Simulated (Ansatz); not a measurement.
Computed with frozen-core CCSD(T)/cc-pVTZ // CAM-B3LYP-D3(BJ)/def2-TZVP in Ansatz (an electronic-structure program).

Ansatz 0.2 input:
```yaml
crystal:
  periodic: [false, false, false]
  atoms:
    - { symbol: Si, position_ang: [2.152293, -0.08055, 0.089021] }
    - { symbol: C, position_ang: [0.30863, -0.012879, 0.045796] }
    - { symbol: C, position_ang: [-0.576569, -0.050386, 1.101464] }
    - { symbol: C, position_ang: [-1.890426, 0.02831, 0.586816] }
    - { symbol: C, position_ang: [-1.781845, 0.111933, -0.774837] }
    - { symbol: N, position_ang: [-0.459275, 0.087029, -1.09173] }
    - { symbol: H, position_ang: [2.7551, 1.126122, -0.525124] }
    - { symbol: H, position_ang: [2.672344, -1.251667, -0.655652] }
    - { symbol: H, position_ang: [2.566073, -0.172928, 1.503094] }
    - { symbol: H, position_ang: [-0.298596, -0.126556, 2.139859] }
    - { symbol: H, position_ang: [-2.809228, 0.024249, 1.148256] }
    - { symbol: H, position_ang: [-2.538832, 0.187264, -1.536766] }
    - { symbol: H, position_ang: [-0.099965, 0.134055, -2.027776] }
basis:
  gaussian: { orbitals: cc-pVTZ }
correlation:
  method: ccsd_t
```

Output:

```
Functional definition: HF
1622 factors; integrals over basis functions are off by at most 1.1e-3 eV
mean field evaluation 1: about -13573.8131 eV, gradient 3.8e1 eV
mean field evaluation 2: about -13574.2460 eV, gradient 3.7e1 eV
mean field evaluation 4: about -13578.3305 eV, gradient 4.9e0 eV
mean field evaluation 8: about -13578.4104 eV, gradient 3.3e-1 eV
mean field evaluation 16: about -13573.8109 eV, gradient 3.8e1 eV
mean field -13578.41097626 eV, -498.9973996000 hartree, gradient 3.1e-6 eV, S^2 0.000000; 0 other end points of the search recorded, 0 dependent functions left out
10 core orbitals not correlated
reference -13578.41097626 eV, -498.9973996000 hartree; 16, 16 occupied and 256, 256 virtual orbitals, 1622 factors
second order -26.43475031 eV of doubles, -0.00000000 eV of singles
cycle   1  -26.45559037 eV  change   -2.1e-2 eV  update   1.2e-1
cycle   2  -27.20630171 eV  change   -7.5e-1 eV  update   3.6e-2
cycle   3  -27.35091976 eV  change   -1.4e-1 eV  update   1.6e-2
cycle   4  -27.33833752 eV  change    1.3e-2 eV  update   4.0e-3
cycle   5  -27.33888038 eV  change   -5.4e-4 eV  update   2.2e-3
cycle   6  -27.33956481 eV  change   -6.8e-4 eV  update   6.7e-4
cycle   7  -27.33912788 eV  change    4.4e-4 eV  update   3.5e-4
cycle   8  -27.33909542 eV  change    3.2e-5 eV  update   1.3e-4
cycle   9  -27.33914219 eV  change   -4.7e-5 eV  update   4.2e-5
cycle  10  -27.33912239 eV  change    2.0e-5 eV  update   1.4e-5
perturbative correction -1.35126754 eV, -0.0496581660 hartree
Total energy: -13607.10136619 eV, -500.0517519828 hartree
```

Cost: roughly 26 core-minutes.
